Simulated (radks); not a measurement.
Values are calculated unless marked as measured or tabulated.
Effect of the nuclear size on the molybdenum ion Mo+, [Kr] 4d5. Code: a radial shooting solver on a logarithmic mesh with Libxc functionals. Model: Dirac Kohn-Sham, PBE, spin-unpolarised, spherical densities, finite nucleus; open shells fill j = l - 1/2 first; Fermi nuclear charge, rms radius 4.4091 fm. The rms radius is varied about that value; shifts are against it.

rms radius (fm)  total energy shift (eV)  density at nucleus (e/bohr^3)  1s1/2 shift (meV)  2s1/2 shift (meV)  4s1/2 shift (meV)  5s1/2 (empty) shift (meV)
3.6596                            -0.464                      9.271e+04               -196              -21.0             -0.621                     -0.068
4.1269                            -0.184                      9.151e+04              -77.6              -8.32             -0.246                     -0.027
4.4091                                 0                      9.086e+04              0.000              0.000              0.000                      0.000
4.5899                             0.123                      9.046e+04               52.1               5.59              0.165                      0.018
5.141                              0.527                      8.936e+04                223               23.9              0.705                      0.078

Slopes of the eigenvalues against <r^2> in GHz/fm^2, as finite differences over the two radii next to the reference (eigenvalue slopes, not the field-shift constants of lines): 1s1/2 7770, 2s1/2 833, 4s1/2 24.6, 5s1/2 (empty) 2.72.
